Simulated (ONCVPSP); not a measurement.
**carbon: excitation energies, all-electron against ONCV**

C, optimised norm-conserving Vanderbilt (ONCV), made with ONCVPSP 4.0.1 (PBE, scalar-relativistic). Core [He], reference 2s2 2p2. Waves: 2s: rc 1.25 bohr, ncon 3, nbas 6, qcut 5.2 1/bohr, 2 projectors, debl 3.5 Ha; 2p: rc 1.50 bohr, ncon 3, nbas 8, qcut 5.2 1/bohr, 2 projectors, debl 3.3 Ha. Local part: polynomial inside 1.05 bohr (lpopt 5, dvloc0 0 Ha). Core correction: Teter function, fcfact 3.75, rcfact 1.25.

Energies are relative to the spin-unpolarised reference configuration 2s2 2p2; without spin polarisation the order of configurations can differ from experiment.

```tsv
valence configuration	charge	ΔE all-electron (eV)	error AE − PS (meV)
2s1 2p0	+3	83.211	+596
2s1 2p3	0	8.478	+7.5
```

Problem. What are ΔE and the potential's error for 2s2 2p1?

Solution. ΔE = 10.861 eV all-electron; the error (AE − PS) is +26 meV.

Problem. What are ΔE and the potential's error for 2s2 2p0?

Solution. ΔE = 35.017 eV all-electron; the error (AE − PS) is +286 meV.

Levels in the configuration 2s2 2p1:

```json
{"level": "2s", "all-electron (eV)": "-25.758", "pseudo (eV)": "-25.733"}
{"level": "2p", "all-electron (eV)": "-17.005", "pseudo (eV)": "-16.918"}
```
